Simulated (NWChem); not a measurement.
C₃H₈Si; SMILES C(=C/[SiH3])/C

```xyz
12

C      0.7633    -1.8336     0.0000
C     -0.6205    -1.2754     0.0000
C     -0.9586     0.0236     0.0000
Si     0.2333     1.4712     0.0000
H      0.9267    -2.4745    -0.8828
H      0.9267    -2.4745     0.8828
H      1.5377    -1.0517     0.0000
H     -1.4247    -2.0248     0.0000
H     -2.0298     0.2607     0.0000
H      1.1209     1.4688    -1.2061
H     -0.5499     2.7436     0.0000
H      1.1209     1.4688     1.2061
```
Atoms are numbered in this order, from 1.

Computed with NWChem. Coordinates come from a PBE0/def2-SVP optimisation. B3LYP is NWChem's, with the RPA form of VWN correlation. Total energies of different functionals are on different scales.

```
level                                  energy (Ha)  highest occupied level (eV)  orbital gap (eV)  dipole (D)  relative time
-------------------------------------  -----------  ---------------------------  ----------------  ----------  -------------
PBE/def2-TZVP                            -408.3219                        -6.39              4.97        1.28              2
B3LYP/def2-TZVP                          -408.6799                        -7.26              6.60        1.25              2
CAM-B3LYP/def2-TZVP                      -408.5808                        -8.79              9.47        1.23             20
PBE0/def2-TZVP                           -408.3723                        -7.49              7.03        1.27              1
LDA (Slater exchange, VWN5)/def2-TZVP    -406.3467                        -6.52              4.91        1.27              1
```

The last column is a rough cost ratio, cheapest run = 1.
